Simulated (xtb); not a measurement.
Se (SMILES [Se+]), charge +1, quartet; GFN2-xTB (xtb).

xtb was given this input:
```
$ xtb mol.xyz --gfn 2 --chrg 1 --uhf 3 --etemp 10000 --json

# file mol.xyz
1

Se     0.00000000     0.00000000     0.00000000
```

Q: Predict the main parts of the log of this xtb run.

A: 
```
   ID    Z sym.   atoms
    1   34 Se     1

           -------------------------------------------------
          |                Calculation Setup                |
           -------------------------------------------------

           -------------------------------------------------
          |                 G F N 2 - x T B                 |
           -------------------------------------------------

          ...................................................
          :                      SETUP                      :
          :.................................................:
          :  # basis functions                  10          :
          :  # atomic orbitals                   9          :
          :  # shells                            3          :
          :  # electrons                         5          :
          :  max. iterations                   250          :
          :  Hamiltonian                  GFN2-xTB          :
          :  restarted?                      false          :
          :  GBSA solvation                  false          :
          :  PC potential                    false          :
          :  electronic temp.        10000.0000000     K    :
          :  accuracy                    1.0000000          :
          :  -> integral cutoff          0.2500000E+02      :
          :  -> integral neglect         0.1000000E-07      :
          :  -> SCF convergence          0.1000000E-05 Eh   :
          :  -> wf. convergence          0.1000000E-03 e    :
          :  Broyden damping             0.4000000          :
          :  net charge                          1          :
          :  unpaired electrons                  3          :
          ...................................................

 iter      E             dE          RMSdq      gap      omega  full diag
   1     -2.5700899 -0.257009E+01  0.460E+00   12.53      12.5  T
   2     -2.5701305 -0.406201E-04  0.366E+00   12.65      12.6  T
   3     -2.5701608 -0.302885E-04  0.280E+00   12.76      12.8  T
   4     -2.5701814 -0.205546E-04  0.205E+00   12.87      12.9  T
   5     -2.5701939 -0.125108E-04  0.141E+00   12.96      13.0  T
   6     -2.5702006 -0.670485E-05  0.905E-01   13.04      13.0  T
   7     -2.5702037 -0.308757E-05  0.532E-01   13.10      13.1  T
   8     -2.5702048 -0.118151E-05  0.280E-01   13.14      13.1  T
   9     -2.5702052 -0.358356E-06  0.128E-01   13.17      13.2  T
[...]
         :: total energy              -2.570205291169 Eh    ::
[...]

         #    Occupation            Energy/Eh            Energy/eV
      -------------------------------------------------------------
         1        1.9843           -1.0054193             -27.3589
         2        1.0046           -0.7083221             -19.2744
         3        1.0046           -0.7083221             -19.2744
         4        1.0046           -0.7083221             -19.2744 (HOMO)
         5        0.0004           -0.2236061              -6.0846 (LUMO)
         6        0.0004           -0.2236061              -6.0846
         7        0.0004           -0.2236061              -6.0846
         8        0.0004           -0.2236061              -6.0846
         9        0.0004           -0.2236061              -6.0846
      -------------------------------------------------------------
                  HL-Gap            0.4847160 Eh           13.1898 eV
             Fermi-level           -0.6742450 Eh          -18.3471 eV

     #   Z          covCN         q      C6AA      α(0)
     1  34 Se       0.000     1.000   186.785    23.989

 Mol. C6AA /au·bohr⁶  :        186.785196
 Mol. C8AA /au·bohr⁸  :      13290.175836
 Mol. α(0) /au        :         23.989494

Wiberg/Mayer (AO) data.
largest (>0.10) Wiberg bond orders for each atom

 ---------------------------------------------------------------------------
     #   Z sym  total        # sym  WBO       # sym  WBO       # sym  WBO
 ---------------------------------------------------------------------------
     1  34 Se   0.000
 ---------------------------------------------------------------------------

molecular dipole:
                 x           y           z       tot (Debye)
 q only:        0.000       0.000       0.000
   full:        0.000       0.000       0.000       0.000
molecular quadrupole (traceless):
                xx          xy          yy          xz          yz          zz
 q only:        0.000       0.000       0.000       0.000       0.000       0.000
  q+dip:        0.000       0.000       0.000       0.000       0.000       0.000
   full:        0.000      -0.000      -0.000      -0.000      -0.000       0.000

           -------------------------------------------------
          | TOTAL ENERGY               -2.570205291169 Eh   |
          | GRADIENT NORM               0.000000000000 Eh/α |
          | HOMO-LUMO GAP              13.189793831960 eV   |
           -------------------------------------------------

normal termination of xtb
```
